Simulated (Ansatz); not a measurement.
## A family of molecules: the dipole moment

All atoms of one element are swapped for its congeners: B2H6S2 `[BH2-]1[SH+][BH2-][SH+]1`; Al2H6S2 `[AlH2-]1[SH+][AlH2-][SH+]1`; In2H6S2 `[SH+]1[InH2-][SH+][InH2-]1`. The Ga member is missing. All are singlets with charge 0.

Shapes, held fixed at every level: PBE0-D4/def2-TZVP. Programs: Ansatz 0.2.0. Values in D.

| level | B2H6S2 | Al2H6S2 | In2H6S2 |
| --- | --- | --- | --- |
| PBE-D4/def2-TZVPP | 2.03 | 1.81 | 1.32 |
| r2SCAN-D4/def2-TZVPP | 2.08 | 1.89 | 1.38 |
| B3LYP-D4/def2-TZVPP | 2.04 | 1.81 | 1.31 |
| wB97M-V/def2-TZVPP | 2.08 | 1.82 | 1.31 |

At wB97M-V/def2-TZVPP the dipole moment falls at every step, from 2.08 to 1.31 D. Every level shows the same order. For atoms past krypton def2 sets carry core potentials with scalar relativity.
